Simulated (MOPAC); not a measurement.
Job for MOPAC: PM7 on C3H7Cl (a complex), monomers drawn apart or pushed together.

```
PM7 1SCF PRECISE CHARGE=0 THREADS=1
C3H7Cl

Cl     0.24084967 1     0.21108879 1     0.53839579 1
H      0.54917045 1     0.09146556 1     1.79286712 1
C      1.14413983 1    -0.50861544 1     3.72200147 1
C      0.23526637 1     0.45093936 1     3.87586446 1
C     -1.24431280 1     0.24416358 1     3.87780175 1
H      0.85566942 1    -1.54644154 1     3.59652894 1
H      2.20464835 1    -0.29219949 1     3.73161021 1
H      0.57547312 1     1.47535718 1     4.00364873 1
H     -1.71636470 1     0.81799348 1     3.07557056 1
H     -1.50286285 1    -0.80680893 1     3.74557542 1
H     -1.68219990 1     0.59407830 1     4.81650755 1
```

It printed:

```
*******************************************************************************
 **                                                                           **
 **                              MOPAC v23.2.5                                **
 **                                                                           **
 *******************************************************************************
 ** MOPAC's Digital Object Identifier: https://doi.org/10.5281/zenodo.6511958 **
 **                                                                           **
 ** Please cite the open-source release paper for use of this MOPAC version:  **
 ** J. E. Moussa and J. J. P. Stewart (2026)                                  **
 ** MOPAC: An open-source semiempirical molecular orbital program             **
 ** J. Open Source Softw., 11(119), 8025, https://doi.org/10.21105/joss.08025 **
 *******************************************************************************

                              PM7 CALCULATION RESULTS

 *******************************************************************************
 *  PM7        - The PM7 Hamiltonian to be used
 *
 *
 *
 *                 CHARGE ON SYSTEM = 0
 *
 *
 *
 *  PRECISE    - TIGHTER CRITERIA TO BE USED
 *  1SCF       - DO 1 SCF AND THEN STOP
 *  THREADS=1  - MULTI-THREADING NOT USED
 *  T=         - A TIME OF 172800.0 SECONDS REQUESTED
 *  DUMP=N     - RESTART FILE WRITTEN EVERY 7200.0 SECONDS REQUESTED
 *******************************************************************************
PM7 1SCF PRECISE CHARGE=0 THREADS=1
 C3H7Cl

   ATOM   CHEMICAL          X               Y               Z
  NUMBER   SYMBOL      (ANGSTROMS)     (ANGSTROMS)     (ANGSTROMS)

     1      Cl          0.24084967  *   0.21108879  *   0.53839579  *
     2       H          0.54917045  *   0.09146556  *   1.79286712  *
     3       C          1.14413983  *  -0.50861544  *   3.72200147  *
     4       C          0.23526637  *   0.45093936  *   3.87586446  *
     5       C         -1.24431280  *   0.24416358  *   3.87780175  *
     6       H          0.85566942  *  -1.54644154  *   3.59652894  *
     7       H          2.20464835  *  -0.29219949  *   3.73161021  *
     8       H          0.57547312  *   1.47535718  *   4.00364873  *
     9       H         -1.71636470  *   0.81799348  *   3.07557056  *
    10       H         -1.50286285  *  -0.80680893  *   3.74557542  *
    11       H         -1.68219990  *   0.59407830  *   4.81650755  *



          CARTESIAN COORDINATES

    NO.       ATOM           X           Y           Z

     1        Cl          0.2408      0.2111      0.5384
     2         H          0.5492      0.0915      1.7929
     3         C          1.1441     -0.5086      3.7220
     4         C          0.2353      0.4509      3.8759
     5         C         -1.2443      0.2442      3.8778
     6         H          0.8557     -1.5464      3.5965
     7         H          2.2046     -0.2922      3.7316
     8         H          0.5755      1.4754      4.0036
     9         H         -1.7164      0.8180      3.0756
    10         H         -1.5029     -0.8068      3.7456
    11         H         -1.6822      0.5941      4.8165

 General Reference for PM7:
 "Optimization of Parameters for Semiempirical Methods VI: More Modifications to the
 NDDO Approximations and Re-optimization of Parameters", J. J. P. Stewart, J. Mol. Mod., 1:32, 19 (2013)
 https://link.springer.com/article/10.1007/s00894-012-1667-x

           Empirical Formula: C3 H7 Cl  =    11 atoms



      MOLECULAR POINT GROUP   :   C1


      RHF CALCULATION, NO. OF DOUBLY OCCUPIED LEVELS = 13


 -------------------------------------------------------------------------------
 PM7 1SCF PRECISE CHARGE=0 THREADS=1
 C3H7Cl



     1SCF WAS SPECIFIED, SO BFGS WAS NOT USED
     SCF FIELD WAS ACHIEVED


                              PM7 CALCULATION
                                                       MOPAC v23.2.5 Linux




          FINAL HEAT OF FORMATION =        -19.72133 KCAL/MOL =     -82.51406 KJ/MOL


          COSMO AREA              =        125.48 SQUARE ANGSTROMS
          COSMO VOLUME            =        110.91 CUBIC ANGSTROMS

          IONIZATION POTENTIAL    =         10.743465 EV
          HOMO LUMO ENERGIES (EV) =        -10.743  0.390
          NO. OF FILLED LEVELS    =         13
          MOLECULAR WEIGHT        =         78.5413         POINT GROUP:  C1

          MOLECULAR DIMENSIONS (Angstroms)

            Atom       Atom       Distance
            H    11   Cl     1     4.70606
            H     9    H     7     3.97939
            H     8    H     6     2.84922


          SCF CALCULATIONS        =          1





   ATOM   CHEMICAL          X               Y               Z
  NUMBER   SYMBOL      (ANGSTROMS)     (ANGSTROMS)     (ANGSTROMS)

     1      Cl          0.24084967  *   0.21108879  *   0.53839579  *
     2       H          0.54917045  *   0.09146556  *   1.79286712  *
     3       C          1.14413983  *  -0.50861544  *   3.72200147  *
     4       C          0.23526637  *   0.45093936  *   3.87586446  *
     5       C         -1.24431280  *   0.24416358  *   3.87780175  *
     6       H          0.85566942  *  -1.54644154  *   3.59652894  *
     7       H          2.20464835  *  -0.29219949  *   3.73161021  *
     8       H          0.57547312  *   1.47535718  *   4.00364873  *
     9       H         -1.71636470  *   0.81799348  *   3.07557056  *
    10       H         -1.50286285  *  -0.80680893  *   3.74557542  *
    11       H         -1.68219990  *   0.59407830  *   4.81650755  *

                             CARTESIAN COORDINATES

   1   Cl        0.240849670     0.211088790     0.538395790
   2    H        0.549170450     0.091465560     1.792867120
   3    C        1.144139830    -0.508615440     3.722001470
   4    C        0.235266370     0.450939360     3.875864460
   5    C       -1.244312800     0.244163580     3.877801750
   6    H        0.855669420    -1.546441540     3.596528940
   7    H        2.204648350    -0.292199490     3.731610210
   8    H        0.575473120     1.475357180     4.003648730
   9    H       -1.716364700     0.817993480     3.075570560
  10    H       -1.502862850    -0.806808930     3.745575420
  11    H       -1.682199900     0.594078300     4.816507550


           Empirical Formula: C3 H7 Cl  =    11 atoms



      MOLECULAR POINT GROUP   :   C1


                  EIGENVALUES
 -28.88811 -26.00342 -24.58458 -19.75428 -16.75150 -15.53025 -15.04015 -14.34387
 -13.35886 -12.57642 -11.43031 -11.42835 -10.74346   0.38957   2.43599   3.78746
   4.78456   5.24701   5.38597   5.46132   5.85028   6.02164   6.49209  70.38889
  70.60272  70.60928  71.41957  71.42123


              NET ATOMIC CHARGES AND DIPOLE CONTRIBUTIONS

  ATOM NO.   TYPE          CHARGE      No. of ELECS.   s-Pop       p-Pop       d-Pop
    1         Cl          -0.289109        7.2891     1.98080     5.30607     0.00223
    2          H           0.253918        0.7461     0.74608
    3          C          -0.362411        4.3624     1.09916     3.26325
    4          C          -0.090194        4.0902     1.09144     2.99875
    5          C          -0.458135        4.4581     1.04797     3.41017
    6          H           0.156938        0.8431     0.84306
    7          H           0.156112        0.8439     0.84389
    8          H           0.143739        0.8563     0.85626
    9          H           0.165075        0.8349     0.83493
   10          H           0.158877        0.8411     0.84112
   11          H           0.165190        0.8348     0.83481
 DIPOLE           X         Y         Z       TOTAL
 POINT-CHG.    -0.167     0.109     2.140     2.149
 HYBRID         0.046    -0.046     0.397     0.402
 SUM           -0.121     0.063     2.536     2.540


          ATOMIC ORBITAL ELECTRON POPULATIONS

     Atom    s        px        py        pz      x^2-y^2     xz        z^2       yz        xy
    1 Cl   1.98080   1.96042   1.99391   1.35174   0.00003   0.00048   0.00150   0.00021   0.00002
    2  H   0.74608
    3  C   1.09916   1.10207   1.10167   1.05951
    4  C   1.09144   0.98357   1.07640   0.93878
    5  C   1.04797   1.03719   1.18697   1.18600
    6  H   0.84306
    7  H   0.84389
    8  H   0.85626
    9  H   0.83493
   10  H   0.84112
   11  H   0.83481

 **********************
 *                    *
 * JOB ENDED NORMALLY *
 *                    *
 **********************




 == MOPAC DONE ==
```

The run finished.

Cost: very roughly 0.020 core-seconds.
